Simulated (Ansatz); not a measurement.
`Cl[CH2][SnH3]` + HI → `ClCI` + `[SnH4]`  (substitution at a C–Sn bond)

Gas-phase electronic energies from Ansatz, PBE0-D4/def2-TZVP geometries. CCSD(T)/CBS adds triple-zeta CCSD(T) − MP2 to the extrapolated MP2 energy (def2 sets, frozen cores). DFT in def2-TZVPP. B3LYP here is the variant with VWN-RPA as its local correlation; programs differ in this. Elements past krypton have def2 core potentials. For I, Sn outer-core shells are correlated without core-valence functions, which leaves a few kJ/mol of doubt a bond.

| level | ΔE (kcal/mol) |
| --- | --- |
| B3LYP-D4 | 6.5 |
| BHLYP-D4 | 7.4 |
| r2SCAN | 6.6 |
| PBE0 | 6.7 |

(1) What does CCSD(T)/CBS give? (An estimate is asked.)

(2) What do rigid-rotor, harmonic-oscillator terms from PBE0-D4/def2-TZVP frequencies (298.15 K, 1 bar) make of the CCSD(T)/CBS value? (Best estimate.)

Largest T1 diagnostic among the species: 0.013.

## Answers

(1) The calculation gave: +7.8 kcal/mol. The listed levels differ from it by -1.3, -0.4, -1.2, -1.1 kcal/mol.

(2) The calculation gave: ΔZPE = +0.7 kcal/mol, ΔH = +8.0 kcal/mol, ΔS = -10 J/(mol·K), ΔG = +8.7 kcal/mol.

From PBE to PBE0 (25 % exact exchange), in def2-TZVPP and without D4, ΔE moves by +0.9 kcal/mol. At CCSD(T), def2-SVP lies +1.0 kcal/mol from the extrapolated value and def2-TZVPP +0.1 kcal/mol. Leaving LDA and LC-ωPBE aside and taking each functional with its dispersion term where it has one, the values, not all of them listed here, spread over 1.9 kcal/mol, from revPBE-D4 to ωB97M-V.
